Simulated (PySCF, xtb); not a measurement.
HO4S, SMILES S(=O)(O)(=O)[O], multiplicity 2. Other conformers were not sampled.

Harmonic wavenumbers (cm⁻¹) from GFN2-xTB (xtb 6.7.1) at its own minimum, in rising order: 160, 169, 310, 363, 428, 479, 720, 837, 944, 980, 1036, 3604.

Task: What does PBE-D3(BJ)/def2-SVP run with PySCF 2.14.0 give at its own minimum? (The exact figures need the calculation; the answer reports its results.)

Result: 172, 192, 328, 390, 406, 491, 780, 954, 1009, 1073, 1107, 3641. Paired by order, the mean absolute difference is 47 cm⁻¹ and the zero-point energies are 14.3 and 15.1 kcal/mol.
